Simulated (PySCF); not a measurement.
Bonds (- single, = double, # triple, : aromatic): C1-C2, C2-C3, C3-Cl4, C3-C5, C5-C6, C6-C7, C5-C2, C7-C5. C1 carries H8, H9, H10; C2 carries H11; C3 carries H12; C6 carries H13, H14; C7 carries H15, H16. Stereochemistry as in C[C@@H]1[C@@H](Cl)C12CC2. H14, H16 are pro-R; H13, H15 are pro-S.

Geometry: GFN2-xTB; GIAO shifts from PySCF 2.14, gas phase, non-relativistic, averaged over equivalent atoms.

At BP86/STO-3G (48 basis functions, roughly 22 core-seconds):
```
    atoms  δ (ppm)
       C3     45.7
       C5     25.4
       C2     24.7
       C1     19.4
       C7     16.0
       C6     15.7
      H12     2.21
      H11     1.29
      H16     1.14
      H15     0.99
H8/H9/H10     0.98
      H13     0.90
      H14     0.89
```

Scale: TMS for ¹³C (231.10 ppm) and ¹H (32.99 ppm) (reference shieldings calculated alike).

What do these become at revPBE/pcSseg-1?

Answers


```json
{"atoms": "C3", "δ at revPBE/pcSseg-1": "51.0", "change": "+5.3"}
{"atoms": "C5", "δ at revPBE/pcSseg-1": "26.4", "change": "+1.0"}
{"atoms": "C2", "δ at revPBE/pcSseg-1": "29.8", "change": "+5.1"}
{"atoms": "C1", "δ at revPBE/pcSseg-1": "17.9", "change": "-1.5"}
{"atoms": "C7", "δ at revPBE/pcSseg-1": "11.0", "change": "-5.0"}
{"atoms": "C6", "δ at revPBE/pcSseg-1": "10.9", "change": "-4.8"}
{"atoms": "H12", "δ at revPBE/pcSseg-1": "2.87", "change": "+0.66"}
{"atoms": "H11", "δ at revPBE/pcSseg-1": "1.32", "change": "+0.03"}
{"atoms": "H16", "δ at revPBE/pcSseg-1": "1.14", "change": "+0.00"}
{"atoms": "H15", "δ at revPBE/pcSseg-1": "0.86", "change": "-0.13"}
{"atoms": "H8/H9/H10", "δ at revPBE/pcSseg-1": "1.18", "change": "+0.20"}
{"atoms": "H13", "δ at revPBE/pcSseg-1": "0.87", "change": "-0.03"}
{"atoms": "H14", "δ at revPBE/pcSseg-1": "0.95", "change": "+0.06"}
```

δ = σ(ref) − σ, references computed at the same level: ¹³C (σ = 182.71 ppm) and ¹H (σ = 31.77 ppm) against TMS.

The largest change is at C3 (three-membered-ring carbon). Cost: 171 basis functions, roughly 110 core-seconds. The order of the carbon signals changes between the two levels.

Carbons that carry Cl, above all several Cl atoms, come out too deshielded, partly because spin–orbit coupling is missing.
